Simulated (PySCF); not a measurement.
# As⁺: ionisation energy

As⁺ [Ar] 3d10 4s2 4p2 (3P) → As²⁺ [Ar] 3d10 4s2 4p1 (2P), as a difference of total energies. Calculation: PySCF 2.14, in def2-TZVPPD; the non-relativistic Hamiltonian (point nucleus). Correlated levels: valence: [Ar] 3d10 frozen. The calculations carry no spin-orbit coupling.

```
           method  ionisation energy (eV)
              UHF                  17.971
    MP2 (valence)                  18.345
SCS-MP2 (valence)                  18.270
   CCSD (valence)                  18.374
CCSD(T) (valence)                  18.400
  CCSDT (valence)                  18.406
```

Task: How much does correlation contribute at CCSD(T) (valence)?

Result: 18.400 − (17.971) = 0.429 eV, measured against UHF.

A first-order spin-orbit estimate (lowest level to lowest level, LS coupling) adds -0.032 eV.

These non-relativistic numbers lack the scalar-relativistic shift.

Errors of the correlated levels include the incompleteness of this basis and the frozen core.

For comparison: 18.589 eV (measured; NIST Atomic Spectra Database, ionization energies).
